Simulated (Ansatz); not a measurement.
`[OH][Ga]([F])[F]` → `[F][Ga][F]`• + `[OH]`•  (homolysis of the Ga–O bond)

Isolated molecules relaxed with PBE0-D4/def2-TZVP in Ansatz; ΔE leaves out vibrations. CBS: MP2 limit from def2 TZ/QZ plus the TZ coupled-cluster correction, frozen cores. This one scheme is used for every species. Functionals use def2-TZVPP. No spin–orbit coupling; open shells (•) take unrestricted orbitals. For Ga outer-core shells are correlated without core-valence functions, which leaves a few kJ/mol of doubt a bond. Scalar relativity is left out up to krypton. One conformer a species, not always the lowest.

| level | ΔE (kJ/mol) | difference from CCSD(T)/CBS |
| --- | --- | --- |
| LDA (SPW92) | 503.1 | 49.7 |
| BLYP-D4 | 407.6 | -45.8 |
| PBE0-D4 | 419.0 | -34.4 |
| ωB97X-V | 436.0 | -17.4 |
| ωB97M-V | 430.3 | -23.1 |
| PBE-QIDH | 437.7 | -15.7 |
| RPA@PBE/def2-TZVPP | 409.1 | -44.3 |
| MP2/def2-SVP | 457.0 | 3.6 |
| SCS-MP2/def2-TZVPP | 457.5 | 4.1 |
| MP2/def2-QZVPP | 477.0 | 23.6 |
| CCSD(T)/CBS | 453.4 | 0 |

Largest T1 diagnostic among the species: 0.017.

The D4 term adds +5.3 kJ/mol with B3LYP and +2.8 kJ/mol with PBE0; it sums over pairs of atoms, weighted by their polarisabilities, and B3LYP, whose exchange is more repulsive, gets the larger term. From r2SCAN to r2SCAN0 (25 % exact exchange), in def2-TZVPP and without D4, ΔE moves by −8.5 kJ/mol: exact exchange takes away binding that semilocal exchange gives to molecules.

B3LYP here is the variant with VWN-RPA as its local correlation; programs differ in this.
